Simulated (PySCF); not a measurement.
# Germanium: a sound run and one with changed settings

Sound run: Ge⁺ [Ar] 3d10 4s2 4p1, Ge²⁺ [Ar] 3d10 4s2. Computed with PySCF 2.14 in cc-pVTZ-DK, with scalar relativity by spin-free X2C-1e. The sound run starts from symmetry-adapted Hartree-Fock orbitals and uses a fine grid where one is needed.

Changed run: radial step 1.2 in ln r (0.13 in the sound run). This setting is unsound on purpose.

| species | method | sound run (hartree) | changed run (hartree) | converged |
| --- | --- | --- | --- | --- |
| Ge⁺ | UHF | -2096.77952 | -2096.77952 | yes |
| Ge⁺ | LDA | -2095.13266 | -2088.02676 | yes |
| Ge⁺ | M06-L | -2098.36301 | -2089.70360 | no |
| Ge²⁺ | UHF | -2096.21923 | -2096.21923 | yes |
| Ge²⁺ | LDA | -2094.54870 | -2087.48339 | yes |
| Ge²⁺ | M06-L | -2097.79313 | -2089.18130 | no |

Ionisation energy of Ge⁺:

```tsv
method	sound run (eV)	changed run (eV)
UHF	15.246	15.246
LDA	15.890	14.786
```

A coarse radial grid mis-integrates the density and the exchange-correlation energy, with errors of either sign; Hartree-Fock needs no grid.

For comparison, NIST gives 15.935 eV between the lowest levels.
